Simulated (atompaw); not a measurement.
# Pseudopotential generation for strontium (Sr): PAW (atompaw), PBE, scalar-relativistic.

```
Element                 : strontium (Sr)
Generator               : atompaw 4.2.0.5
Type                    : PAW
Functional              : PBE
Relativity              : scalar-relativistic
Frozen core             : [Ar] 3d10
Valence charge          : 10
Reference configuration : 4s2 4p6 4d0 5s2 5p0
Partial waves           : 4s (bound): rc 2.35 bohr; 5s (bound): rc 3.00 bohr; 4p (bound): rc 2.10 bohr; 5p (bound, empty): rc 3.00 bohr; 4d (bound, empty): rc 3.00 bohr; 4d channel at 2.5 Ry: rc 3.00 bohr
Local potential         : ultrasoft scheme with l = 3 at 0 Ry, radius 2.50 bohr
Core correction         : smooth core density matched at 2.65 bohr
Augmentation charge     : besselshape compensation charge, radius 2.95 bohr; PAW radius 3.00 bohr; waves and projectors: custom polynom vanderbiltortho
```

All-electron outer shells of the reference configuration (PBE, scalar-relativistic, ld1.x):

| shell | level (eV) | outermost node (bohr) | outermost maximum (bohr) |
| --- | --- | --- | --- |
| 3p | -256.15 | 0.19 | 0.43 |
| 3d | -128.02 | – | 0.38 |
| 4s | -40.90 | 0.59 | 1.19 |
| 4p | -22.82 | 0.61 | 1.33 |
| 5s | -3.53 | 1.65 | 3.72 |
| 5p | -1.28 | 1.96 | 4.83 |
| 4d | -1.28 | 0.65 | 2.12 |

(1) Estimate the cutoffs (Ry, on a coarse ladder) from which the occupation-weighted sum of valence levels, in a spherical-Bessel basis at the reference potential, stays within 10 and 1 mRy of its value at 400 Ry.

(2) Does the potential have ghost states?

(3) Is the overlap operator S = 1 + Σ q|β⟩⟨β| positive definite (Bessel basis up to 400 Ry)?

(4) Which valence shell sets the plane-wave cutoff?

Answers

(1) 15 Ry and 30 Ry.

(2) No extra level below or beside the all-electron valence levels (s, p, d, f tested).

(3) Yes: its lowest eigenvalue is 0.44 (p channel).

(4) 4p: its level needs 18 Ry to come within 1 mRy, against 10 Ry for 4s.
